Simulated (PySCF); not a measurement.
C$_{2}$H$_{3}$O$_{2}$ (SMILES CO[C-]=O), charge -1, singlet, geometry from GFN2-xTB (in this run its highest filled SCF level lies above zero, so its values depend strongly on the basis, on diffuse functions most of all); SVWN5/cc-pVDZ in PySCF.

The PySCF input:
```python
from pyscf import gto, scf, dft

mol = gto.Mole()
mol.atom = '''
    C    -1.15412904   -0.13368505   -0.00475851
    O    -0.72670803   -1.11946687    0.60148897
    O     0.00963198    0.80173294   -0.46742437
    C     1.28691312    0.41218812   -0.14832584
    H     1.79443639    1.15884469    0.49102832
    H     1.24026991   -0.54555805    0.40753573
    H     1.90519756    0.25756633   -1.05257476
'''
mol.basis = 'cc-pvdz'
mol.charge = -1
mol.verbose = 4
mol.build()

mf = dft.RKS(mol)
mf.xc = 'lda,vwn'
mf.grids.prune = None
mf.kernel()
```

Predict the main parts of the log of this PySCF run.


```
PySCF version 2.14.0

[INPUT] verbose = 4
[INPUT] num. atoms = 7
[INPUT] num. electrons = 32
[INPUT] charge = -1
[INPUT] spin (= nelec alpha-beta = 2S) = 0
[INPUT] symmetry False subgroup None
[INPUT] Mole.unit = angstrom
[INPUT] Symbol           X                Y                Z      unit          X                Y                Z       unit  Magmom
[INPUT]  1 C     -1.154129040000  -0.133685050000  -0.004758510000 AA   -2.180987798007  -0.252628131449  -0.008992280661 Bohr   0.0
[INPUT]  2 O     -0.726708030000  -1.119466870000   0.601488970000 AA   -1.373279149222  -2.115485789824   1.136649420247 Bohr   0.0
[INPUT]  3 O      0.009631980000   0.801732940000  -0.467424370000 AA    0.018201804237   1.515055681642  -0.883304043247 Bohr   0.0
[INPUT]  4 C      1.286913120000   0.412188120000  -0.148325840000 AA    2.431913342910   0.778922658599  -0.280295214796 Bohr   0.0
[INPUT]  5 H      1.794436390000   1.158844690000   0.491028320000 AA    3.390993325053   2.189899085007   0.927909044205 Bohr   0.0
[INPUT]  6 H      1.240269910000  -0.545558050000   0.407535730000 AA    2.343770450439  -1.030955299552   0.770130915675 Bohr   0.0
[INPUT]  7 H      1.905197560000   0.257566330000  -1.052574760000 AA    3.600301601590   0.486729822609  -1.989078022030 Bohr   0.0

nuclear repulsion = 110.659015442934
number of shells = 29
number of NR pGTOs = 125
number of NR cGTOs = 71
basis = cc-pvdz
ecp = {}

******** <class 'pyscf.dft.rks.RKS'> ********
method = RKS
initial guess = minao
damping factor = 0
level_shift factor = 0
DIIS = <class 'pyscf.scf.diis.CDIIS'>
diis_start_cycle = 1
diis_space = 8
diis_damp = 0
SCF conv_tol = 1e-09
SCF conv_tol_grad = None
SCF max_cycles = 50
direct_scf = True
direct_scf_tol = 1e-13
XC library pyscf.dft.libxc version 7.1.2
    S. Lehtola, C. Steigemann, M. J. T. Oliveira, and M. A. L. Marques,  SoftwareX 7, 1–5 (2018)
XC functionals = lda,vwn
    P. A. M. Dirac,  Math. Proc. Cambridge Philos. Soc. 26, 376 (1930)
    F. Bloch,  Z. Phys. 57, 545 (1929)
    S. H. Vosko, L. Wilk, and M. Nusair,  Can. J. Phys. 58, 1200 (1980)
radial grids:
    Treutler-Ahlrichs [JCP 102, 346 (1995); DOI:10.1063/1.469408] (M4) radial grids

becke partition: Becke, JCP 88, 2547 (1988); DOI:10.1063/1.454033
pruning grids: None
grids dens level: 3
symmetrized grids: False
atomic radii adjust function: <function treutler_atomic_radii_adjust>
small_rho_cutoff = 0
Set gradient conv threshold to 3.16228e-05
Initial guess from minao.
tot grids = 135904
init E= -226.842627971475
  HOMO = -0.253106232960885  LUMO = -0.0914153504882766  gap/eV = 4.39983
cycle= 1 E= -226.437425232139  delta_E= 0.405  |g|= 0.986  |ddm|= 2.65
  HOMO = 0.220787917904819  LUMO = 0.244658840504269  gap/eV = 0.64956
cycle= 2 E= -225.55504681508  delta_E= 0.882  |g|= 2.26  |ddm|= 4.52
  HOMO = 0.10364527079121  LUMO = 0.234053631512567  gap/eV = 3.54859
cycle= 3 E= -226.60846980021  delta_E= -1.05  |g|= 0.352  |ddm|=  3.8
  HOMO = 0.0779245537170254  LUMO = 0.217635084324848  gap/eV = 3.80172
cycle= 4 E= -226.623471585259  delta_E= -0.015  |g|= 0.265  |ddm|= 0.512
  HOMO = 0.0748194677908018  LUMO = 0.212335049003958  gap/eV = 3.74199
cycle= 5 E= -226.636115862722  delta_E= -0.0126  |g|= 0.0825  |ddm|= 0.26
  HOMO = 0.0820666550584503  LUMO = 0.220169740930951  gap/eV = 3.75798
cycle= 6 E= -226.63760049214  delta_E= -0.00148  |g|= 0.0142  |ddm|= 0.0847
  HOMO = 0.0824381126614986  LUMO = 0.220139641121687  gap/eV = 3.74705
cycle= 7 E= -226.637637508682  delta_E= -3.7e-05  |g|= 0.00478  |ddm|= 0.0136
  HOMO = 0.0819068004287953  LUMO = 0.219549473587229  gap/eV = 3.74545
cycle= 8 E= -226.637643624811  delta_E= -6.12e-06  |g|= 0.00129  |ddm|= 0.00764
  HOMO = 0.081940323777943  LUMO = 0.219583952410982  gap/eV = 3.74547
cycle= 9 E= -226.637643991315  delta_E= -3.67e-07  |g|= 0.000146  |ddm|= 0.00101
  HOMO = 0.0819242391829125  LUMO = 0.219571390192274  gap/eV = 3.74557
cycle= 10 E= -226.637643996097  delta_E= -4.78e-09  |g|= 3.33e-05  |ddm|= 0.000185
  HOMO = 0.0819235011286858  LUMO = 0.219571014019033  gap/eV = 3.74558
cycle= 11 E= -226.637643996375  delta_E= -2.78e-10  |g|= 1.01e-05  |ddm|= 4.99e-05
  HOMO = 0.0819244897507576  LUMO = 0.219571304214232  gap/eV = 3.74556
Extra cycle  E= -226.637643996299  delta_E= 7.65e-11  |g|= 2.21e-05  |ddm|= 2.87e-05
converged SCF energy = -226.637643996299
```
